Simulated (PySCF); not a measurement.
Computational details: σ from GIAO-PBE0/pcSseg-1, geometry from GFN2-xTB, in PySCF 2.14 (no solvent, one conformer, relativity neglected, equivalent nuclei averaged).

References, each an isolated molecule treated in the same way: ¹H (σ = 31.72 ppm) and ¹³C (σ = 186.93 ppm) against TMS. Shifts are as computed. Against solution values, carbons near 30 ppm lie about +3 ppm off and those near 130 ppm about +5 ppm; carbons on Cl a further +6 ppm. Of 1211 compounds with measured shifts, 218 miss one by over three times the rms of a fit or turn the order of signals round; such compounds aren't used in these exercises. Carbons bonded to Cl come out too deshielded.

(1) Order these molecules by the shift of their most deshielded carbon-bound hydrogen, lowest δ first.
A. C=CO/C=C/C(Cl)Cl
B. CC(=O)CC(F)(F)F
C. CN1C=CN(C)[PH]1=O

(2) Order these molecules by the shift of their most deshielded carbon, lowest δ first.
A. CC(=O)/N=C(C)/C=C\C#N
B. CC(=O)CC(F)(F)F
C. CN1C=CN(C)[PH]1=O
D. C=CO/C=C/C(Cl)Cl

(3) How many ¹³C and ¹H signals does each give (equivalence by symmetry and fast rotation, but not about amide C–N or C=N bonds)? `CC(=O)/N=C(C)/C=C\C#N`, `CC(=O)CC(F)(F)F`, `C=CO/C=C/C(Cl)Cl`, `CN1C=CN(C)[PH]1=O`

## Answers

(1) B (3.07 ppm, hydrogen on an sp3 CH2 α to a carbonyl), C (5.69 ppm, hydrogen on an alkene carbon bearing nitrogen), A (6.56 ppm, hydrogen on an alkene carbon bearing oxygen).

(2) C (118.9 ppm, alkene carbon bearing nitrogen), D (157.1 ppm, alkene carbon bearing oxygen), A (179.3 ppm, amide carbonyl carbon), B (202.3 ppm, ketone carbonyl carbon).

(3) CC(=O)/N=C(C)/C=C\C#N: 7 C, 4 H; CC(=O)CC(F)(F)F: 4 C, 2 H; C=CO/C=C/C(Cl)Cl: 5 C, 6 H; CN1C=CN(C)[PH]1=O: 2 C, 3 H.
